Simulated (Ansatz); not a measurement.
Reaction (redistribution): `CN[Si](F)(F)NC` + `[OH][GeH2][F]` → `CN[Si](F)(F)F` + `C[NH][GeH2][OH]`

Gas-phase electronic energies from Ansatz, PBE0-D4/def2-TZVP geometries. CCSD(T)/CBS adds triple-zeta CCSD(T) − MP2 to the extrapolated MP2 energy (def2 sets, frozen cores). Functionals use def2-TZVPP. B3LYP here is the variant with VWN-RPA as its local correlation; programs differ in this. For Ge outer-core shells are correlated without core-valence functions, which leaves a few kJ/mol of doubt a bond. Scalar relativity is left out up to krypton. Each species was taken in one conformer, which may not be the lowest.

```tsv
level	ΔE (kJ/mol)	difference from CCSD(T)/CBS
PBE-D4	-9.5	11.9
r2SCAN-D4	-13.4	8.0
PBE0-D4	-11.7	9.7
B3LYP-D4	-10.4	11.0
ωB97X-V	-10.8	10.6
ωB97M-V	-12.0	9.4
B2PLYP	-15.7	5.7
PBE	-11.5	9.9
r2SCAN	-14.2	7.2
HF/def2-TZVPP	-16.6	4.8
SCS-MP2/def2-TZVPP	-19.3	2.1
CCSD(T)/def2-TZVPP	-19.6	1.8
HF/def2-QZVPP	-16.9	4.5
MP2/def2-QZVPP	-21.9	-0.5
SCS-MP2/def2-QZVPP	-20.1	1.3
CCSD/CBS(def2)	-21.7	-0.3
CCSD(T)/CBS	-21.4	0
```

Largest T1 diagnostic among the species: 0.012.
